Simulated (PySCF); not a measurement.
Computed shifts of a molecule ClGeH5OSi, PBE/pcSseg-1 in PySCF, GIAO, gas phase, atoms alike by connectivity averaged where their shifts nearly agree, in ppm (number of nuclei): ²⁹Si: -11.1 (1). ¹H: 6.07 (2), 5.69 (3). References: ²⁹Si against TMS (σ = 335.4 ppm); ³⁵Cl against HCl (σ = 936.5 ppm); ¹⁷O against H2O (σ = 334.3 ppm); ⁷³Ge against GeH4 (σ = 1614.4 ppm); ¹H against TMS (σ = 31.49 ppm), references at their B3LYP-D3(BJ)/def2-TZVP geometries, non-relativistic (without spin–orbit terms, shifts of atoms bonded to Cl or Br come out too high). Geometry optimised at PBE0-D3(BJ)/def2-SVP. Other conformers were not sampled.

Task: Pick the molecule that these values belong to.
(A) [OH][GeH2][SiH2]Cl
(B) Cl[SiH2][O][GeH3]
(C) O[SiH2][GeH2][Cl]
(D) [OH][Ge@@H]([SiH3])[Cl]

Result: B, Cl[SiH2][O][GeH3]
